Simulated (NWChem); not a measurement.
CH₄OSSn, singlet; SMILES [Sn]([O]C)[SH]

```xyz
8

Sn     0.7588     0.0436     0.0000
O     -0.3000    -1.6423     0.0001
C     -1.6766    -1.8551    -0.0001
H     -1.9779    -2.4348     0.8921
H     -2.2704    -0.9203    -0.0043
H     -1.9763    -2.4419    -0.8881
S     -1.1804     1.5769     0.0001
H     -0.3677     2.6579    -0.0010
```
Atoms are numbered in this order, from 1.

Program: NWChem. Low-valent species are run as closed-shell singlets; no triplet was tried in these runs. Coordinates come from a PBE0/def2-SVP optimisation. No frequency run checked for a minimum. def2 effective core potentials on Sn; no spin-orbit coupling. Ions are spin-unrestricted doublets at the neutral geometry; other ion states weren't tried.

For level PBE/def2-SVP:

```
Item           Result
-------------  ------
−ε(HOMO) (eV)    5.90
```

Q: How do the values read with level B3LYP/def2-SVP instead?

A: 
- −ε(HOMO) (eV) = 6.87
